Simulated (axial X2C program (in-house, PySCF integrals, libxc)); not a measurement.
Levels of AlPt by electron attachment to AlPt⁺ (EOM-EA-CCSD)

Calculated with an axial X2C code built on PySCF integrals: two-component X2C with atomic mean-field Coulomb and Gaunt terms, Gaussian nuclei, basis Pt dyall-acv3z, Al dyall-av3z with contracted cores.

R = 2.357 Å (near the PBE0 minimum at charge 0 of the determinant lowest at the starting distance; the state shown can have its own minimum elsewhere).

Hartree–Fock spinors of AlPt⁺ (one of each Kramers pair; a window near the gap, which can cut inner shells):

```
  ω  occupied  ε (eV)                     character
1/2       yes  -18.72   51% Pt d, 33% Al s, 7% Pt p
3/2       yes  -16.84                      98% Pt d
1/2       yes  -16.51    82% Pt d, 9% Al s, 2% Al p
3/2       yes  -15.36             94% Pt d, 3% Al p
5/2       yes  -15.26                      99% Pt d
1/2       yes  -14.27   55% Pt d, 26% Al s, 8% Al p
1/2        no   -5.92   54% Al p, 34% Pt s, 8% Pt d
1/2        no   -4.43   65% Al p, 23% Pt p, 9% Pt d
3/2        no   -4.35   66% Al p, 22% Pt p, 9% Pt d
1/2        no   -3.04  32% Pt p, 28% Pt s, 15% Al s
1/2        no   -2.01  29% Pt p, 21% Al s, 19% Pt s
1/2        no   -1.84  49% Pt p, 27% Al d, 11% Al p
```

Levels of AlPt obtained by attaching an electron to AlPt⁺:

```tsv
Ω	binding energy (eV)	above lowest (cm⁻¹)	attached spinor	one-particle weight
1/2	7.306	0	44% Al pσ, 41% Pt sσ, 6% Pt dσ	0.93
1/2	5.226	16779	65% Al pπ, 23% Pt pπ, 8% Pt dπ	0.94
3/2	5.113	17687	67% Al pπ, 21% Pt pπ, 9% Pt dπ	0.94
```

Task: What is the splitting of the first π pair in the table, and is it regular or inverted?

Result: E(3/2) − E(1/2) = 17687 − 16779 = 908 cm⁻¹ at EOM-EA-CCSD: regular, Ω = 1/2 lower. Splittings at this level can be off by ten to twenty per cent.

This point took 17 s on 1 thread of Arm Neoverse V2 (shared host).

Reference electrons by ω block (each with its −ω partner): 1/2: 26, 3/2: 13, 5/2: 5, 7/2: 1. 12 electrons of AlPt⁺ correlated (inner shells frozen), 92 natural virtual spinors (a truncated set); levels can be off by some tenths of an eV. Roots sought by Ω: (1/2: 5, 3/2: 4, 5/2: 2, 7/2: 1); rows need 60 % one-particle weight and stop where some Ω has no more roots. Missing are any skipped roots, higher Ω and states of a further excitation; these come out far too high here and may in truth be low or lowest. T1 of the reference 0.035 (Lee–Taylor). The reference was not checked to be the lowest state of its species. Number of frozen shells: Pt 5 s, 4 p, 2 d, 1 f; Al 2 s, 1 p. Large amplitudes in the reference (orbital relaxation or multireference character) lower the reliability.
